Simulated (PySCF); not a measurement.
Computed shifts of a molecule C2H6ClFSi2, PBE/pcSseg-1 in PySCF, GIAO, gas phase, equivalent atoms averaged, in ppm (number of nuclei): ¹⁹F: -206.9 (1). ¹³C: 96.6 (1), 26.1 (1). ²⁹Si: 29.4 (1), -77.9 (1). ¹H: 6.51 (1), 5.31 (1), 4.41 (1), 4.26 (1), 2.60 (2). References: ¹⁹F against CFCl3 (σ = 133.6 ppm); ¹³C against TMS (σ = 182.0 ppm); ²⁹Si against TMS (σ = 335.4 ppm); ³⁵Cl against HCl (σ = 936.5 ppm); ¹H against TMS (σ = 31.49 ppm), references at their B3LYP-D3(BJ)/def2-TZVP geometries, non-relativistic (without spin–orbit terms, shifts of atoms bonded to Cl or Br come out too high). The structure is a stationary point at B3LYP-D3(BJ)/def2-SVP. Other conformers were not sampled.

**Question.** Pick the molecule that these values belong to.
(A) F[Si@@H]1CC[Si@H]1Cl
(B) F[C@H]1C[SiH2][Si@H]1Cl
(C) C=C(F)[Si@H]([SiH3])Cl
(D) F[C@@H]1[SiH2]C[Si@H]1Cl

**Answer.** B, F[C@H]1C[SiH2][Si@H]1Cl
